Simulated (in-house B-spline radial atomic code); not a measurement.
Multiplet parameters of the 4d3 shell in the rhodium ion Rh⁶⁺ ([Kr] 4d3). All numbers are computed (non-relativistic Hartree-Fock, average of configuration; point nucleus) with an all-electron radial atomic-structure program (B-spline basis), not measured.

Slater integrals: F^2 = 84834 cm⁻¹, F^4 = 56650 cm⁻¹. Central-field spin-orbit parameter ζ(4d) = 1927 cm⁻¹ (bare central field on non-relativistic orbitals, without two-electron terms: too large for light atoms, too small for heavy ones).

(1) What are Racah's B and C?

(2) Where do the terms lie in LS coupling, without spin-orbit interaction?

(3) Is LS coupling a fair picture here?

## Answers

(1) B = F^2/49 - 5F^4/441 = 1089 cm⁻¹, C = 35F^4/441 = 4496 cm⁻¹, C/B = 4.13.

(2) In cm⁻¹ above the Hund's-rule term (some of the terms):
| term | expression | energy |
| --- | --- | --- |
| 4F | 0B + 0C | 0 |
| 4P | 15B + 0C | 16335 |
| 2G | 4B + 3C | 17844 |
| 2H | 9B + 3C | 23289 |
| 2F | 24B + 3C | 39624 |

(3) Unscaled Hartree-Fock integrals overestimate measured term splittings, because correlation screens the repulsion; fits to spectra scale them down, most for low charges. Here ζ is 1.77 times B, so the coupling is intermediate: spin-orbit interaction mixes the terms, and LS labels name only the largest part.
